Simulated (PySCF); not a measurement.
From computed data to an observable: oscillator strength and radiative lifetime

FH₈NSi₃, SMILES N[SiH2][SiH2][SiH2]F.

Geometry: PBE-D3(BJ)/def2-SVP. This is a generated structure with no PubChem entry under its InChIKey; it may be hypothetical. The values are those of a single conformer.

PySCF with TDA-B3LYP/def2-SVPD puts the first singlet state with f over 0.02 at 6.18 eV (vertical), with the transition dipole (-0.747, -0.070, -0.046) in atomic units.

**Question.** Find the oscillator strength, the wavelength and the radiative lifetime that this transition would have in vacuum if emission retraced absorption.

**Answer.** 
|μ|² = 0.5650 au, so |μ| = 1.91 D. ΔE = 6.18/27.211 = 0.2271 hartree. f = (2/3) ΔE |μ|² = 0.086 (the program prints 0.085).
λ = 1239.84/6.18 = 201 nm; ν = 49845 cm⁻¹.
Einstein's coefficient A = 0.6670 ν² f s⁻¹ (ν in cm⁻¹) = 1.4e8 s⁻¹, so τ = 1/A = 7.1 ns. This state is S3; the lower singlets have f = 0.005, 0.002. The figure is the radiative limit of this one transition; relaxation, internal conversion, crossing to triplets and a medium change what is measured.
